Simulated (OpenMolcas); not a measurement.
Mn4+.

```yaml
Program: OpenMolcas 26.06
Basis: ANO-RCC-VQZP [7s6p4d3f2g1h]
Scalar_Hamiltonian: DKH2, point nucleus
Active_space: 9 electrons in 8 orbitals (RAS1 3p, at most 2 holes; RAS2 3d)
State_averaging: 2S+1 = 4 even, 10 roots; 2S+1 = 2 even, 40 roots
Spin-orbit_coupling: RASSI with atomic mean-field integrals over the reference wave functions, term energies averaged over their components
```

Two sets of levels on these reference wave functions, in cm-1 above 3d3 4F 3/2: one from RASSCF and one from MS-RASPT2, IPEA 0.25 Eh, imaginary shift 0.1 Eh (closed shells correlated: 3s).

```tsv
Level	Set 1	Set 2
3d3 4F 3/2	0.0	0.0
3d3 4F 5/2	373	374
3d3 4F 7/2	880	881
3d3 4F 9/2	1507	1505
3d3 4P 1/2	19300	17210
3d3 4P 3/2	19440	17350
3d3 4P 5/2	19910	17810
3d3 2G 7/2	21140	18240
3d3 2G 9/2	21670	18760
3d3 2P 1/2	25090	23550
3d3 2P 3/2 [72 %]	25190	23520
3d3 2D 3/2(1) [74 %]	27400	25440
3d3 2D 5/2(1)	27710	25580
3d3 2H 9/2	29450	25250
3d3 2H 11/2	29850	25640
3d3 2F 7/2	46860	41370
```

Task: Which set is which?

Result: Set 2 is MS-RASPT2. Its levels of the other terms of 3d3 lie at 0.86 to 0.94 of the other set's values, as expected, since terms of lower spin or lower L gain more correlation energy than the Hund ground term. Against 15 measured levels (Corliss and Sugar, J. Phys. Chem. Ref. Data 6, 1253 (1977)) the mean absolute deviation is 500 cm-1 with it and 2700 cm-1 without; single levels miss by up to 950 cm-1 with it.

CASPT2 does not keep the components of a term degenerate, so their means are used; among the terms shown or strongly mixed into the levels shown the widest spread is 1200 cm-1 (3d3 4F, MS-RASPT2). Active for correlation alone: 3p; no level in the range computed is led by a configuration that opens it, so any true level of that kind is missing. Without dynamic correlation excited terms often stand tens of per cent too high (terms of higher spin than the ground term too low), and those without a measured partner can miss by more than the paired ones (holds for RASSCF). The CASPT2 spread within a term exceeds the gap to the next term for 3d3 2D(1) and 3d3 2H, so the order of their levels is uncertain (holds for MS-RASPT2). Computed and measured levels are paired by configuration, term and J; levels that our copy of the source lacks, or whose pairing is in doubt (as where it misses far off the trend of its configuration), stay unpaired and out of the deviations. Only configurations of the active space appear. Levels that lie high or do not pair safely by name in every column are left out.

A share in square brackets marks a mixed level and gives the weight of the term that names it, the lowest over the columns. A number in round brackets counts repeated terms of one configuration in the order of the reference energies.
